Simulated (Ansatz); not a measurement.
Z-matrix (Å, degrees):
```
C
N 1 1.441
H 1 1.096 2 110.7
H 1 1.088 2 111.3 3 120.1
H 1 1.096 2 110.9 3 -119.5
C 2 1.446 1 112.5 3 58.0
B 2 1.394 1 126.6 3 -122.3
H 6 1.097 2 110.9 1 59.8
H 6 1.088 2 110.0 1 -180.0
H 6 1.097 2 110.9 1 -59.7
S 7 1.812 2 128.7 1 -0.3
H 7 1.196 2 118.5 1 179.8
H 11 1.342 7 101.0 2 -0.7
```

Charge 0, multiplicity 1.

**Question.** List the ωB97M-V/def2-TZVPP orbital energies in eV (Ansatz). (Best estimate.)

**Answer.** Computed: Occupied: -2426.40, -395.04, -282.33, -282.23, -220.41, -187.89, -163.52, -163.41, -163.35, -28.64, -23.20, -22.80, -20.93, -17.23, -15.77, -15.77, -15.25, -13.71, -13.36, -13.09, -11.90, -11.24, -10.64, -8.97. Lowest empty: 2.22, 2.24, 2.74, 3.48, 3.64, 4.20, 4.59, 4.64.
